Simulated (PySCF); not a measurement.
Species: C3H8Si.
Geometry (PBE0-D3(BJ)/def2-SVP, Å), atoms numbered from 1 in this order:
```
atom  x, y, z in Å
C1     1.848    0.198   -0.257
Si2    0.251   -0.226    0.617
C3    -1.242   -0.762   -0.353
C4    -1.319    0.678    0.201
H5     2.497   -0.685   -0.355
H6     1.627    0.576   -1.267
H7     2.407    0.976    0.286
H8     0.394   -0.756    1.999
H9    -1.936   -1.490    0.081
H10   -1.170   -0.861   -1.443
H11   -2.066    0.867    0.980
H12   -1.285    1.485   -0.541
```

Computed, not measured: core-valence-separated Tamm–Dancoff BHandHLYP/aug-pcX-1 (pcseg-1 on H, def2-SVPD on Si) in PySCF, non-relativistic, gas phase, PBE0-D3(BJ)/def2-SVP geometry. No empirical shift is added; at this level the pattern usually sits a few eV under experiment.

The lowest roots of each edge with f over 0.003 (five at most, numbered afresh; weaker and dark ones are left out), with transition dipoles (au) in the frame of the coordinates:

| root | edge | E (eV) | μx | μy | μz |
| --- | --- | --- | --- | --- | --- |
| 1 | C | 284.99 | 0.0090 | 0.0258 | 0.0145 |
| 2 | C | 284.99 | -0.0692 | 0.0123 | -0.0300 |
| 3 | C | 285.55 | -0.0137 | 0.0310 | 0.0043 |
| 4 | C | 285.56 | 0.0561 | -0.0047 | 0.0385 |
| 5 | C | 285.68 | 0.0394 | 0.0264 | -0.0613 |

Problem. What are the oscillator strengths?

Solution. f = (2/3) ΔE |μ|², with ΔE in hartree (27.2114 eV):

| root | ΔE (Eh) | \|μ\|² (au) | f | core hole on |
| --- | --- | --- | --- | --- |
| 1 | 10.4732 | 0.000957 | 0.007 | C3/C4 |
| 2 | 10.4733 | 0.005838 | 0.041 | C3/C4 |
| 3 | 10.4937 | 0.001165 | 0.008 | C3/C4 |
| 4 | 10.4941 | 0.004651 | 0.033 | C3/C4 |
| 5 | 10.4985 | 0.005999 | 0.042 | C3/C4 |

Problem. Molecules are fixed in this frame and the field points along z. What effective strengths 3 f cos²θ do the roots have (θ between field and μ)?

Solution. root 1 (C3/C4): 0.004, root 2 (C3/C4): 0.019, root 3 (C3/C4): 0.000, root 4 (C3/C4): 0.031, root 5 (C3/C4): 0.079. Root 5 is the strongest. Averaged over all orientations cos²θ is 1/3, which gives f back.

